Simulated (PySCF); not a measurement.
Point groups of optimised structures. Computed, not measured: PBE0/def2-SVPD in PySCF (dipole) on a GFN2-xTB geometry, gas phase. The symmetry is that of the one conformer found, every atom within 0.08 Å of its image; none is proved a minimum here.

(1) `[F:1][CH:2]([F:3])[C:4]1=[CH:5][CH2:6][Si@H:7]([F:8])[CH2:9]1` with F1–C2–C4–C5 -112°: symmetry, top, dipole?

(2) `[CH3:1][c:2]1[cH:3][c:4]([F:5])[o:6][c:7](=[O:8])[cH:9]1` with H–C1–C2–C3 59° (nearest H): symmetry, top, dipole?

(3) `[O:1]=[C:2]1[CH:3]=[C:4]([CH2:5][F:6])[C:7](=[O:8])[CH2:9]1` with C3–C4–C5–F6 0°: symmetry, top, dipole?

Answers

(1) C1; near-prolate asymmetric top; symmetry number 1; this conformer is chiral (no improper operation); dipole 1.15 D; A, B, C = 3119, 715.3, 644.7 MHz.

(2) Cs; asymmetric top; symmetry number 1; 2 operations, which sort the 14 atoms into 13 sets; dipole 5.26 D, in the ab plane, which is the mirror.

(3) Cs; asymmetric top; symmetry number 1; 2 operations, which sort the 14 atoms into 12 sets; dipole 1.25 D, in the ab plane, which is the mirror; A, B, C = 2440, 1307, 860.1 MHz.
